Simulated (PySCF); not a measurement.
Correlation energy of Br⁺ (bromine, charge +1)

[Ar] 3d10 4s2 4p4, high-spin 3P determinant. Computed with PySCF 2.14 in jorge-DZP-DKH (8s6p2d1f, 43 functions), with the spin-free X2C one-electron Hamiltonian (Gaussian nucleus). Frozen: [Ar] 3d10; 6 electrons correlated.

MP2 pair energies summed by pair of shells (mhartree):

```csv
pair,energy,share (%)
4s-4p,-17.08,51.7
4p-4p,-11.47,34.8
4s-4s,-4.46,13.5
```

Total MP2 correlation energy: -33.00 mhartree.

Same-spin part -6.78 and opposite-spin part -26.23 mhartree; SCS-MP2 scales them by 1/3 and 6/5 to -33.73 mhartree.

```json
{"level": "CCSD", "correlation energy (mhartree)": "-38.96"}
{"level": "(T)", "correlation energy (mhartree)": "-0.26"}
{"level": "CCSD(T)", "correlation energy (mhartree)": "-39.22"}
```

Diagnostics: T1 = 0.0012, D1 = 0.0026, largest double amplitude 0.033.

Is a single reference adequate?

Yes, within this model without spin-orbit coupling: T1 lies below 0.03 and no double amplitude reaches 0.07.
